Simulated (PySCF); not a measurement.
# Computed records: CH4Al, AlCl2H, AlF2

All values are calculated (PySCF 2.14.0). Calculation on a computer-drawn molecule: vertical ionisation energy to the stated ion spin, frozen-core CCSD(T) at the basis limit and cheaper methods, single-reference cases, UHF for radicals, no spin-orbit; all values are single points at the evaluated structure, the first of each entry, which is the reference or a displaced copy of it and isn't optimised; the reference structure only sets the zero of the energies above reference; triples share is (T) over the correlation energy.

Common to all runs: diffuse functions no; basis cc-pV(n+d)Z; reference is the Hartree-Fock double-zeta minimum; best is HF at quadruple zeta + MP2 correlation extrapolated from triple and quadruple zeta + CCSD(T) minus MP2 at triple zeta; basis step is the size of the change from the same recipe one zeta lower.

(1) 
```xyz
6
formula=CH4Al charge=0 multiplicity=2 ion_multiplicity=1 ionisation_energy_best=7.315 ionisation_energy_basis_step=0.02261 energy_above_reference_best=8.526 energy_above_reference_basis_step=0.003493 total_energy_HF_triple_zeta=-282.0838 total_energy_CCSD(T)_triple_zeta=-282.3681 total_energy_best=-282.3995 T1_diagnostic_at_triple_zeta=0.01414 D1_diagnostic_at_triple_zeta=0.03706 spin_squared_at_triple_zeta=0.7595 ion_T1_diagnostic_at_triple_zeta=0.01455 ion_D1_diagnostic_at_triple_zeta=0.03605 triples_share_at_triple_zeta=0.03417 basis_functions_triple_zeta=125 dipole_magnitude_HF_at_triple_zeta=1.287 dipole_magnitude_CCSD_unrelaxed_at_triple_zeta=1.176 dipole_magnitude_PBE_at_triple_zeta=1.285 dipole_magnitude_r2SCAN_at_triple_zeta=1.307 dipole_magnitude_B3LYP_at_triple_zeta=1.263 dipole_magnitude_wB97X_at_triple_zeta=1.301
C     -0.2058     1.4567     0.5728
Al     1.1782     0.0929     0.8982
H     -1.1319     0.9735     0.8941
H     -0.0796     2.3269     1.1938
H     -0.2381     1.6081    -0.5383
H      1.1673    -1.5606     0.0567
```

Units: ionisation_energy_best, ionisation_energy_basis_step in eV; energy_above_reference_best, energy_above_reference_basis_step in kcal/mol; total_energy_HF_triple_zeta, total_energy_CCSD(T)_triple_zeta, total_energy_best in hartree; dipole_magnitude_HF_at_triple_zeta, dipole_magnitude_CCSD_unrelaxed_at_triple_zeta, dipole_magnitude_PBE_at_triple_zeta, dipole_magnitude_r2SCAN_at_triple_zeta, dipole_magnitude_B3LYP_at_triple_zeta, dipole_magnitude_wB97X_at_triple_zeta in debye.

Reference structure:
```xyz
6
CH4Al
C     -0.1721     1.4275     0.5969
Al     1.2482     0.0948     0.9385
H     -1.1488     1.0119     0.8763
H     -0.0379     2.3684     1.1365
H     -0.2218     1.6546    -0.4757
H      1.1427    -1.3156     0.1951
```

Drawn bonds:
```tsv
atom	other atom	order
1	2	1
1	3	1
1	4	1
1	5	1
2	6	1
```

Triple zeta:
```tsv
method	ionisation energy (eV)	energy above reference (kcal/mol)
HF	7.137	9.691
PBE	7.288	6.848
r2SCAN	7.443	8.004
B3LYP	7.387	8.017
wB97X	7.332	8.335
MP2	7.26	9.299
CCSD	7.278	8.577
CCSD(T)	7.277	8.369
```

(2) 
```xyz
6
formula=CH4Al charge=0 multiplicity=2 ion_multiplicity=1 ionisation_energy_best=7.585 ionisation_energy_basis_step=0.01527 energy_above_reference_best=5.837 energy_above_reference_basis_step=0.1115 total_energy_HF_triple_zeta=-282.0885 total_energy_CCSD(T)_triple_zeta=-282.3721 total_energy_best=-282.4038 T1_diagnostic_at_triple_zeta=0.01289 D1_diagnostic_at_triple_zeta=0.03443 spin_squared_at_triple_zeta=0.7542 ion_T1_diagnostic_at_triple_zeta=0.01301 ion_D1_diagnostic_at_triple_zeta=0.03092 triples_share_at_triple_zeta=0.03385 basis_functions_triple_zeta=125 dipole_magnitude_HF_at_triple_zeta=0.759 dipole_magnitude_CCSD_unrelaxed_at_triple_zeta=0.7151 dipole_magnitude_PBE_at_triple_zeta=0.789 dipole_magnitude_r2SCAN_at_triple_zeta=0.7999 dipole_magnitude_B3LYP_at_triple_zeta=0.7597 dipole_magnitude_wB97X_at_triple_zeta=0.7796
C     -0.1743     1.3379     0.6035
Al     1.2664     0.1025     0.9932
H     -1.1491     1.0011     0.8365
H     -0.1138     2.3414     1.1487
H     -0.2237     1.6896    -0.5397
H      1.1357    -1.3097     0.2153
```

Units: ionisation_energy_best, ionisation_energy_basis_step in eV; energy_above_reference_best, energy_above_reference_basis_step in kcal/mol; total_energy_HF_triple_zeta, total_energy_CCSD(T)_triple_zeta, total_energy_best in hartree; dipole_magnitude_HF_at_triple_zeta, dipole_magnitude_CCSD_unrelaxed_at_triple_zeta, dipole_magnitude_PBE_at_triple_zeta, dipole_magnitude_r2SCAN_at_triple_zeta, dipole_magnitude_B3LYP_at_triple_zeta, dipole_magnitude_wB97X_at_triple_zeta in debye.

Reference structure:
```xyz
6
CH4Al
C     -0.1721     1.4275     0.5969
Al     1.2482     0.0948     0.9385
H     -1.1488     1.0119     0.8763
H     -0.0379     2.3684     1.1365
H     -0.2218     1.6546    -0.4757
H      1.1427    -1.3156     0.1951
```

Drawn bonds:
```tsv
atom	other atom	order
1	2	1
1	3	1
1	4	1
1	5	1
2	6	1
```

Triple zeta:
```tsv
method	ionisation energy (eV)	energy above reference (kcal/mol)
HF	7.414	6.765
PBE	7.54	5.22
r2SCAN	7.699	5.624
B3LYP	7.643	5.838
wB97X	7.549	5.996
MP2	7.521	6.173
CCSD	7.553	5.98
CCSD(T)	7.553	5.842
```

(3) 
```xyz
6
formula=CH4Al charge=0 multiplicity=2 ion_multiplicity=1 ionisation_energy_best=7.423 ionisation_energy_basis_step=0.0162 energy_above_reference_best=10.04 energy_above_reference_basis_step=0.1425 total_energy_HF_triple_zeta=-282.0811 total_energy_CCSD(T)_triple_zeta=-282.3655 total_energy_best=-282.3971 T1_diagnostic_at_triple_zeta=0.01325 D1_diagnostic_at_triple_zeta=0.03466 spin_squared_at_triple_zeta=0.7543 ion_T1_diagnostic_at_triple_zeta=0.01315 ion_D1_diagnostic_at_triple_zeta=0.03031 triples_share_at_triple_zeta=0.03432 basis_functions_triple_zeta=125 dipole_magnitude_HF_at_triple_zeta=0.6004 dipole_magnitude_CCSD_unrelaxed_at_triple_zeta=0.6349 dipole_magnitude_PBE_at_triple_zeta=0.7662 dipole_magnitude_r2SCAN_at_triple_zeta=0.7433 dipole_magnitude_B3LYP_at_triple_zeta=0.6748 dipole_magnitude_wB97X_at_triple_zeta=0.7209
C     -0.1823     1.4047     0.5877
Al     1.2172     0.1139     0.9658
H     -1.1640     1.0241     0.8739
H     -0.0349     2.5034     1.2317
H     -0.2246     1.6374    -0.4748
H      1.1468    -1.3272     0.2028
```

Units: ionisation_energy_best, ionisation_energy_basis_step in eV; energy_above_reference_best, energy_above_reference_basis_step in kcal/mol; total_energy_HF_triple_zeta, total_energy_CCSD(T)_triple_zeta, total_energy_best in hartree; dipole_magnitude_HF_at_triple_zeta, dipole_magnitude_CCSD_unrelaxed_at_triple_zeta, dipole_magnitude_PBE_at_triple_zeta, dipole_magnitude_r2SCAN_at_triple_zeta, dipole_magnitude_B3LYP_at_triple_zeta, dipole_magnitude_wB97X_at_triple_zeta in debye.

Reference structure:
```xyz
6
CH4Al
C     -0.1721     1.4275     0.5969
Al     1.2482     0.0948     0.9385
H     -1.1488     1.0119     0.8763
H     -0.0379     2.3684     1.1365
H     -0.2218     1.6546    -0.4757
H      1.1427    -1.3156     0.1951
```

Drawn bonds:
```tsv
atom	other atom	order
1	2	1
1	3	1
1	4	1
1	5	1
2	6	1
```

Triple zeta:
```tsv
method	ionisation energy (eV)	energy above reference (kcal/mol)
HF	7.241	11.38
PBE	7.386	9.026
r2SCAN	7.541	9.901
B3LYP	7.484	9.99
wB97X	7.391	10.32
MP2	7.352	10.7
CCSD	7.389	10.22
CCSD(T)	7.39	9.979
```

(4) 
```xyz
4
formula=AlCl2H charge=0 multiplicity=1 ion_multiplicity=2 ionisation_energy_best=12.15 ionisation_energy_basis_step=0.2097 energy_above_reference_best=0 energy_above_reference_basis_step=0 ionisation_energy_Koopmans_at_triple_zeta=12.57 ionisation_energy_EOM_CCSD_at_triple_zeta=12.03 total_energy_HF_triple_zeta=-1161.7019 total_energy_CCSD(T)_triple_zeta=-1162.2103 total_energy_best=-1162.2985 T1_diagnostic_at_triple_zeta=0.008363 D1_diagnostic_at_triple_zeta=0.02141 ion_T1_diagnostic_at_triple_zeta=0.04003 ion_D1_diagnostic_at_triple_zeta=0.2263 ion_spin_squared_at_triple_zeta=0.7616 triples_share_at_triple_zeta=0.03858 basis_functions_triple_zeta=131 dipole_magnitude_HF_at_triple_zeta=1.225 dipole_magnitude_CCSD_unrelaxed_at_triple_zeta=1.078 dipole_magnitude_PBE_at_triple_zeta=1.001 dipole_magnitude_r2SCAN_at_triple_zeta=1.04 dipole_magnitude_B3LYP_at_triple_zeta=1.08 dipole_magnitude_wB97X_at_triple_zeta=1.152
Cl    -0.4042    -0.7903     1.6049
Al    -1.7191    -0.3498     0.0329
Cl    -3.5124     0.6390     0.4804
H     -1.3723    -0.7468    -1.4289
```

Units: ionisation_energy_best, ionisation_energy_basis_step, ionisation_energy_Koopmans_at_triple_zeta, ionisation_energy_EOM_CCSD_at_triple_zeta in eV; energy_above_reference_best, energy_above_reference_basis_step in kcal/mol; total_energy_HF_triple_zeta, total_energy_CCSD(T)_triple_zeta, total_energy_best in hartree; dipole_magnitude_HF_at_triple_zeta, dipole_magnitude_CCSD_unrelaxed_at_triple_zeta, dipole_magnitude_PBE_at_triple_zeta, dipole_magnitude_r2SCAN_at_triple_zeta, dipole_magnitude_B3LYP_at_triple_zeta, dipole_magnitude_wB97X_at_triple_zeta in debye.

Reference structure:
```xyz
4
AlCl2H
Cl    -0.4042    -0.7903     1.6049
Al    -1.7191    -0.3498     0.0329
Cl    -3.5124     0.6390     0.4804
H     -1.3723    -0.7468    -1.4289
```

Drawn bonds:
```tsv
atom	other atom	order
1	2	1
2	3	1
2	4	1
```

Triple zeta:
```tsv
method	ionisation energy (eV)	energy above reference (kcal/mol)
HF	11.08	0
PBE	11.17	0
r2SCAN	11.27	0
B3LYP	11.49	0
wB97X	11.98	0
MP2	12.18	0
CCSD	11.92	0
CCSD(T)	11.93	0
```

(5) 
```xyz
3
formula=AlF2 charge=1 multiplicity=1 ion_multiplicity=2 ionisation_energy_best=23.15 ionisation_energy_basis_step=0.01996 energy_above_reference_best=11.4 energy_above_reference_basis_step=0.6958 ionisation_energy_Koopmans_at_triple_zeta=24.64 ionisation_energy_EOM_CCSD_at_triple_zeta=23 total_energy_HF_triple_zeta=-440.6895 total_energy_CCSD(T)_triple_zeta=-441.2559 total_energy_best=-441.3656 T1_diagnostic_at_triple_zeta=0.01418 D1_diagnostic_at_triple_zeta=0.03162 ion_T1_diagnostic_at_triple_zeta=0.01465 ion_D1_diagnostic_at_triple_zeta=0.04401 ion_spin_squared_at_triple_zeta=0.7537 triples_share_at_triple_zeta=0.02744 basis_functions_triple_zeta=99
F     -0.9849    -2.1049     0.0564
Al    -2.0562    -0.9924    -0.3348
F     -2.9264     0.0950    -0.7529
```

Units: ionisation_energy_best, ionisation_energy_basis_step, ionisation_energy_Koopmans_at_triple_zeta, ionisation_energy_EOM_CCSD_at_triple_zeta in eV; energy_above_reference_best, energy_above_reference_basis_step in kcal/mol; total_energy_HF_triple_zeta, total_energy_CCSD(T)_triple_zeta, total_energy_best in hartree.

Reference structure:
```xyz
3
AlF2
F     -1.0016    -2.1195     0.0758
Al    -2.0302    -0.9918    -0.3805
F     -3.0589     0.1359    -0.8369
```

Drawn bonds:
```tsv
atom	other atom	order
1	2	1
2	3	1
```

Triple zeta:
```tsv
method	ionisation energy (eV)	energy above reference (kcal/mol)
HF	21.18	7.95
PBE	22.17	13.1
r2SCAN	22.36	11.32
B3LYP	22.72	11.49
wB97X	22.99	11.22
MP2	23.23	12.2
CCSD	22.87	11.09
CCSD(T)	22.97	11.66
```

(6) 
```xyz
3
formula=AlF2 charge=1 multiplicity=1 ion_multiplicity=2 ionisation_energy_best=23.26 ionisation_energy_basis_step=0.03031 energy_above_reference_best=0.1861 energy_above_reference_basis_step=0.0971 ionisation_energy_Koopmans_at_triple_zeta=24.78 ionisation_energy_EOM_CCSD_at_triple_zeta=23.09 total_energy_HF_triple_zeta=-440.7023 total_energy_CCSD(T)_triple_zeta=-441.2741 total_energy_best=-441.3835 T1_diagnostic_at_triple_zeta=0.01534 D1_diagnostic_at_triple_zeta=0.03416 ion_T1_diagnostic_at_triple_zeta=0.02155 ion_D1_diagnostic_at_triple_zeta=0.08844 ion_spin_squared_at_triple_zeta=0.7537 triples_share_at_triple_zeta=0.02862 basis_functions_triple_zeta=99
F     -0.9849    -2.1049     0.0564
Al    -2.0562    -0.9924    -0.3348
F     -3.0018     0.1892    -0.7891
```

Units: ionisation_energy_best, ionisation_energy_basis_step, ionisation_energy_Koopmans_at_triple_zeta, ionisation_energy_EOM_CCSD_at_triple_zeta in eV; energy_above_reference_best, energy_above_reference_basis_step in kcal/mol; total_energy_HF_triple_zeta, total_energy_CCSD(T)_triple_zeta, total_energy_best in hartree.

Reference structure:
```xyz
3
AlF2
F     -1.0016    -2.1195     0.0758
Al    -2.0302    -0.9918    -0.3805
F     -3.0589     0.1359    -0.8369
```

Drawn bonds:
```tsv
atom	other atom	order
1	2	1
2	3	1
```

Triple zeta:
```tsv
method	ionisation energy (eV)	energy above reference (kcal/mol)
HF	21.33	-0.08686
PBE	21.8	0.3811
r2SCAN	21.99	0.2172
B3LYP	22.38	0.236
wB97X	23.21	0.1851
MP2	23.34	0.2832
CCSD	22.99	0.1881
CCSD(T)	23.07	0.2401
```

(7) 
```xyz
3
formula=AlF2 charge=1 multiplicity=1 ion_multiplicity=2 ionisation_energy_best=21.76 ionisation_energy_basis_step=0.005178 energy_above_reference_best=15.06 energy_above_reference_basis_step=1.277 ionisation_energy_Koopmans_at_triple_zeta=23.51 ionisation_energy_EOM_CCSD_at_triple_zeta=21.64 total_energy_HF_triple_zeta=-440.6703 total_energy_CCSD(T)_triple_zeta=-441.2510 total_energy_best=-441.3598 T1_diagnostic_at_triple_zeta=0.01792 D1_diagnostic_at_triple_zeta=0.04097 ion_T1_diagnostic_at_triple_zeta=0.01682 ion_D1_diagnostic_at_triple_zeta=0.04108 ion_spin_squared_at_triple_zeta=0.7545 triples_share_at_triple_zeta=0.03089 basis_functions_triple_zeta=99
F     -0.9849    -2.1049     0.0564
Al    -2.0562    -0.9924    -0.3348
F     -3.1371     0.3582    -0.8541
```

Units: ionisation_energy_best, ionisation_energy_basis_step, ionisation_energy_Koopmans_at_triple_zeta, ionisation_energy_EOM_CCSD_at_triple_zeta in eV; energy_above_reference_best, energy_above_reference_basis_step in kcal/mol; total_energy_HF_triple_zeta, total_energy_CCSD(T)_triple_zeta, total_energy_best in hartree.

Reference structure:
```xyz
3
AlF2
F     -1.0016    -2.1195     0.0758
Al    -2.0302    -0.9918    -0.3805
F     -3.0589     0.1359    -0.8369
```

Drawn bonds:
```tsv
atom	other atom	order
1	2	1
2	3	1
```

Triple zeta:
```tsv
method	ionisation energy (eV)	energy above reference (kcal/mol)
HF	19.67	20
PBE	21.05	11.97
r2SCAN	21.17	14.67
B3LYP	21.54	14.37
wB97X	21.64	15.06
MP2	21.84	14.22
CCSD	21.44	15.67
CCSD(T)	21.55	14.74
```

(8) 
```xyz
3
formula=AlF2 charge=1 multiplicity=1 ion_multiplicity=2 ionisation_energy_best=22.75 ionisation_energy_basis_step=0.02089 energy_above_reference_best=2.161 energy_above_reference_basis_step=0.4185 ionisation_energy_Koopmans_at_triple_zeta=24.36 ionisation_energy_EOM_CCSD_at_triple_zeta=22.62 total_energy_HF_triple_zeta=-440.6960 total_energy_CCSD(T)_triple_zeta=-441.2712 total_energy_best=-441.3804 T1_diagnostic_at_triple_zeta=0.01624 D1_diagnostic_at_triple_zeta=0.03601 ion_T1_diagnostic_at_triple_zeta=0.01844 ion_D1_diagnostic_at_triple_zeta=0.06025 ion_spin_squared_at_triple_zeta=0.7539 triples_share_at_triple_zeta=0.02945 basis_functions_triple_zeta=99
F     -0.9223    -2.1844     0.0275
Al    -2.0609    -1.0419    -0.3754
F     -3.1197     0.0695    -0.8130
```

Units: ionisation_energy_best, ionisation_energy_basis_step, ionisation_energy_Koopmans_at_triple_zeta, ionisation_energy_EOM_CCSD_at_triple_zeta in eV; energy_above_reference_best, energy_above_reference_basis_step in kcal/mol; total_energy_HF_triple_zeta, total_energy_CCSD(T)_triple_zeta, total_energy_best in hartree.

Reference structure:
```xyz
3
AlF2
F     -1.0016    -2.1195     0.0758
Al    -2.0302    -0.9918    -0.3805
F     -3.0589     0.1359    -0.8369
```

Drawn bonds:
```tsv
atom	other atom	order
1	2	1
2	3	1
```

Triple zeta:
```tsv
method	ionisation energy (eV)	energy above reference (kcal/mol)
HF	20.78	3.885
PBE	21.53	1.142
r2SCAN	21.71	2.078
B3LYP	22.1	1.977
wB97X	22.69	2.159
MP2	22.83	1.814
CCSD	22.47	2.349
CCSD(T)	22.56	2.038
```

(9) 
```xyz
3
formula=AlF2 charge=1 multiplicity=1 ion_multiplicity=2 ionisation_energy_best=20.64 ionisation_energy_basis_step=0.01519 energy_above_reference_best=40.95 energy_above_reference_basis_step=1.615 ionisation_energy_Koopmans_at_triple_zeta=22.57 ionisation_energy_EOM_CCSD_at_triple_zeta=20.54 total_energy_HF_triple_zeta=-440.6259 total_energy_CCSD(T)_triple_zeta=-441.2094 total_energy_best=-441.3186 T1_diagnostic_at_triple_zeta=0.01962 D1_diagnostic_at_triple_zeta=0.04973 ion_T1_diagnostic_at_triple_zeta=0.01546 ion_D1_diagnostic_at_triple_zeta=0.04111 ion_spin_squared_at_triple_zeta=0.7553 triples_share_at_triple_zeta=0.03189 basis_functions_triple_zeta=99
F     -0.9926    -2.1688     0.1433
Al    -2.0355    -1.2095    -0.3826
F     -3.0979     0.4027    -0.8136
```

Units: ionisation_energy_best, ionisation_energy_basis_step, ionisation_energy_Koopmans_at_triple_zeta, ionisation_energy_EOM_CCSD_at_triple_zeta in eV; energy_above_reference_best, energy_above_reference_basis_step in kcal/mol; total_energy_HF_triple_zeta, total_energy_CCSD(T)_triple_zeta, total_energy_best in hartree.

Reference structure:
```xyz
3
AlF2
F     -1.0016    -2.1195     0.0758
Al    -2.0302    -0.9918    -0.3805
F     -3.0589     0.1359    -0.8369
```

Drawn bonds:
```tsv
atom	other atom	order
1	2	1
2	3	1
```

Triple zeta:
```tsv
method	ionisation energy (eV)	energy above reference (kcal/mol)
HF	18.41	47.88
PBE	20.53	36.7
r2SCAN	20.47	40.31
B3LYP	20.7	39.89
wB97X	20.47	41.19
MP2	20.71	40.6
CCSD	20.29	42.19
CCSD(T)	20.43	40.84
```

(10) 
```xyz
3
formula=AlF2 charge=1 multiplicity=1 ion_multiplicity=2 ionisation_energy_best=22.58 ionisation_energy_basis_step=0.01225 energy_above_reference_best=7.732 energy_above_reference_basis_step=0.07761 ionisation_energy_Koopmans_at_triple_zeta=24.15 ionisation_energy_EOM_CCSD_at_triple_zeta=22.43 total_energy_HF_triple_zeta=-440.6905 total_energy_CCSD(T)_triple_zeta=-441.2620 total_energy_best=-441.3715 T1_diagnostic_at_triple_zeta=0.01547 D1_diagnostic_at_triple_zeta=0.03493 ion_T1_diagnostic_at_triple_zeta=0.01507 ion_D1_diagnostic_at_triple_zeta=0.04006 ion_spin_squared_at_triple_zeta=0.754 triples_share_at_triple_zeta=0.02863 basis_functions_triple_zeta=99
F     -1.0012    -2.0851     0.1579
Al    -1.9364    -1.0303    -0.3477
F     -3.1113     0.0927    -0.7494
```

Units: ionisation_energy_best, ionisation_energy_basis_step, ionisation_energy_Koopmans_at_triple_zeta, ionisation_energy_EOM_CCSD_at_triple_zeta in eV; energy_above_reference_best, energy_above_reference_basis_step in kcal/mol; total_energy_HF_triple_zeta, total_energy_CCSD(T)_triple_zeta, total_energy_best in hartree.

Reference structure:
```xyz
3
AlF2
F     -1.0016    -2.1195     0.0758
Al    -2.0302    -0.9918    -0.3805
F     -3.0589     0.1359    -0.8369
```

Drawn bonds:
```tsv
atom	other atom	order
1	2	1
2	3	1
```

Triple zeta:
```tsv
method	ionisation energy (eV)	energy above reference (kcal/mol)
HF	20.57	7.312
PBE	21.74	7.865
r2SCAN	21.9	7.665
B3LYP	22.26	7.678
wB97X	22.46	7.645
MP2	22.66	7.925
CCSD	22.29	7.76
CCSD(T)	22.39	7.813
```
